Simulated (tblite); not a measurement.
Compound: C₅H₇N₂ (charge +1).
Numbering: `[CH3:1][n+:2]1[cH:3][cH:4][n:5][cH:6][cH:7]1` (hydrogens: H8, H9, H10 on C1; H11 on C3; H12 on C4; H13 on C6; H14 on C7)
Bond orders are those of one Lewis drawing.

Computed with GFN2-xTB (tblite), gas phase: Langevin dynamics at 400 K from the optimised GFN2-xTB geometry, time step 0.5 fs, friction 0.01 fs⁻¹, 2000 steps.

Start geometry:
```
atom  x, y, z in Å
C1      1.927   -0.039    0.067
N2      0.486    0.001    0.024
C3     -0.171    1.164    0.045
C4     -1.562    1.160   -0.014
N5     -2.252    0.041   -0.088
C6     -1.591   -1.101   -0.105
C7     -0.203   -1.144   -0.050
H8      2.264   -0.731    0.840
H9      2.318   -0.386   -0.892
H10     2.335    0.949    0.273
H11     0.399    2.079    0.107
H12    -2.124    2.083    0.000
H13    -2.178   -2.006   -0.165
H14     0.349   -2.072   -0.064
```

The statistics below take the 31 frames saved every 25 fs from 250 to 1000 fs; their kinetic temperature (all 3N coordinates) averages 415 K.

Q: Give the mean, spread and extremes of the bond lengths.

A: 
| bond | start (Å) | mean (Å) | standard deviation (Å) | shortest (Å) | longest (Å) |
| --- | --- | --- | --- | --- | --- |
| C1–N2 | 1.443 | 1.450 | 0.042 | 1.374 | 1.520 |
| N2–C3 | 1.335 | 1.344 | 0.034 | 1.288 | 1.408 |
| C3–C4 | 1.392 | 1.394 | 0.027 | 1.350 | 1.449 |
| C4–N5 | 1.317 | 1.318 | 0.024 | 1.275 | 1.370 |
| N5–C6 | 1.319 | 1.321 | 0.030 | 1.252 | 1.389 |
| C6–C7 | 1.389 | 1.395 | 0.029 | 1.334 | 1.443 |
| N2–C7 | 1.338 | 1.339 | 0.032 | 1.279 | 1.398 |
| C1–H8 | 1.091 | 1.095 | 0.029 | 1.037 | 1.144 |
| C1–H9 | 1.092 | 1.096 | 0.029 | 1.044 | 1.163 |
| C1–H10 | 1.088 | 1.095 | 0.027 | 1.043 | 1.147 |
| C3–H11 | 1.080 | 1.084 | 0.040 | 1.007 | 1.183 |
| C4–H12 | 1.081 | 1.086 | 0.026 | 1.041 | 1.140 |
| C6–H13 | 1.081 | 1.090 | 0.051 | 0.998 | 1.193 |
| C7–H14 | 1.080 | 1.085 | 0.040 | 1.026 | 1.167 |

Q: How far does each atom move about its mean position (frames aligned on the start, all atoms weighted alike), and what rms force does it feel?

A: 
| atom | rms displacement (Å) | rms force (eV/Å) |
| --- | --- | --- |
| C1 | 0.08 | 2.18 |
| N2 | 0.12 | 2.18 |
| C3 | 0.13 | 2.39 |
| C4 | 0.10 | 1.76 |
| N5 | 0.12 | 1.97 |
| C6 | 0.09 | 2.34 |
| C7 | 0.12 | 2.14 |
| H8 | 0.72 | 1.09 |
| H9 | 0.70 | 0.96 |
| H10 | 0.70 | 1.00 |
| H11 | 0.24 | 1.38 |
| H12 | 0.18 | 0.92 |
| H13 | 0.20 | 1.75 |
| H14 | 0.21 | 1.29 |

The displacements run from 0.08 to 0.72 Å, the largest at H8.

The run is classical and short, so these are rough statistics of one trajectory.

The cost below is that of the whole dynamics run. Time: 14 s; peak memory 0.18 GiB. Hardware: one thread of an AMD EPYC 7R43 (shared host).
